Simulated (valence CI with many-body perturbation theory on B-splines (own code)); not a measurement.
## Sm²¹⁺: one-electron terms

Method: relativistic CI+MBPT: five valence electrons over a frozen Dirac-Fock core [Kr], a basis of 7 s, 7 p, 8 d, 6 f, 4 g, 1 h functions for each j, with the one-electron correlation potential Σ1, the two-electron term Σ2, the three-electron term Σ3, Breit, model QED; selected CI, second order for the rest, scaled by the run's own slope (own B-spline code, finite nucleus).

No measured spectrum was set against this ion. As an estimate, terms of the open shell hold to 2 to 4 % of their energy, and close levels can change places. Among the levels kept, up to 450 cm⁻¹ of a level comes from second order outside the variational space, and about a tenth of that is noise between levels of different J, which matters for small intervals. The list stops below the first excitations out of the core.

These are the spectroscopic orbitals of the CI (the correlating ones are not listed), shaped by the core and the other valence electrons. h is the expectation value of the core's Dirac-Fock operator, without the valence repulsion; Σ1 is computed up to l = 3 at one energy for each symmetry, that of its lowest orbital but kept below the first core excitation, so for empty shells it is not the orbital's own correlation shift; Breit and QED include the response of the core.

| Orbital | h (hartree) | Σ1 (cm⁻¹) | Breit (cm⁻¹) | QED (cm⁻¹) | ⟨r⟩ (bohr) |
| --- | --- | --- | --- | --- | --- |
| 5s1/2 | -20.746 | -10017 | 1542 | 1228 | 1.022 |
| 6s1/2 | -13.187 | -3779 | 796 | 635 | 1.613 |
| 7s1/2 | -9.1411 | -1914 | 454 | 366 | 2.343 |
| 5p1/2 | -19.567 | -9369 | 2354 | -42.4 | 1.054 |
| 6p1/2 | -12.57 | -3739 | 1251 | -21.3 | 1.662 |
| 7p1/2 | -8.7781 | -1944 | 729 | -12.2 | 2.412 |
| 5p3/2 | -19.068 | -8547 | 1401 | 79.0 | 1.084 |
| 6p3/2 | -12.315 | -3500 | 755 | 43.1 | 1.698 |
| 7p3/2 | -8.6293 | -1839 | 473 | 25.6 | 2.455 |
| 4d3/2 | -30.122 | -20208 | 2549 | -372 | 0.5853 |
| 5d3/2 | -17.151 | -8049 | 997 | -112 | 1.128 |
| 6d3/2 | -11.302 | -3665 | 524 | -57.1 | 1.788 |
| 4d5/2 | -29.863 | -19706 | 1280 | -231 | 0.5917 |
| 5d5/2 | -17.046 | -7968 | 549 | -61.7 | 1.136 |
| 6d5/2 | -11.247 | -3633 | 293 | -31.1 | 1.797 |
| 4f5/2 | -24.687 | -38731 | 63.7 | -258 | 0.5901 |
| 5f5/2 | -14.965 | -8086 | 124 | -82.5 | 1.193 |
| 4f7/2 | -24.637 | -36093 | -550 | -220 | 0.5924 |
| 5f7/2 | -14.943 | -7939 | -112 | -67.1 | 1.195 |
| 5g7/2 | -13.577 |  | -68.4 | -22.3 | 1.179 |
| 5g9/2 | -13.573 |  | -101 | -18.0 | 1.180 |

Among the shells of the start configuration 4d5, Σ1 is largest in size for 4d3/2, where it is 0.31 % of h.

Lowest root of each symmetry, sizes in configuration state functions:

| J | Parity | Roots | Reference | Variational | Second order | Change by selected CI (cm⁻¹) | Change by second order (cm⁻¹) |
| --- | --- | --- | --- | --- | --- | --- | --- |
| 1/2 | even | 5 | 86 | 31913 | 485342 | -8603 | -41 |
| 3/2 | even | 8 | 153 | 28814 | 1136062 | -8369 | -126 |
| 5/2 | even | 11 | 197 | 27302 | 1309455 | -6335 | -171 |
| 7/2 | even | 8 | 205 | 26937 | 1552214 | -8080 | -329 |
| 9/2 | even | 6 | 190 | 27093 | 1333219 | -8129 | -310 |
| 11/2 | even | 4 | 154 | 26939 | 1181401 | -8188 | -229 |
| 13/2 | even | 2 | 114 | 32358 | 990744 | -8752 | -122 |
| 1/2 | odd | 19 | 48 | 31800 | 683323 | -11826 | -219 |
| 3/2 | odd | 31 | 83 | 30269 | 1308967 | -11985 | -725 |
| 5/2 | odd | 40 | 100 | 28736 | 1725697 | -12800 | -1285 |
| 7/2 | odd | 40 | 99 | 28060 | 1978519 | -11851 | -1336 |
| 9/2 | odd | 39 | 80 | 26903 | 2206849 | -11283 | -1225 |
| 11/2 | odd | 31 | 57 | 26627 | 1895009 | -12341 | -1239 |
| 13/2 | odd | 23 | 34 | 29336 | 1692823 | -12888 | -867 |
| 15/2 | odd | 14 | 17 | 30604 | 1575626 | -13107 | -467 |
| 17/2 | odd | 6 | 6 | 31972 | 1128186 | -13827 | -281 |
| 19/2 | odd | 2 | 2 | 32402 | 655369 | -14308 | -57 |
